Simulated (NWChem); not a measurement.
Molecule: SiH₂BrCl; SMILES Cl[SiH2]Br

Program: NWChem. The geometry was optimised at PBE0/def2-SVP.

Estimate the computed values for MPW1K/def2-SVP. Quantities: highest occupied level (eV); orbital gap (eV); dipole (D).


```yaml
highest occupied level (eV): -9.61
orbital gap (eV): 10.15
dipole (D): 1.40
```
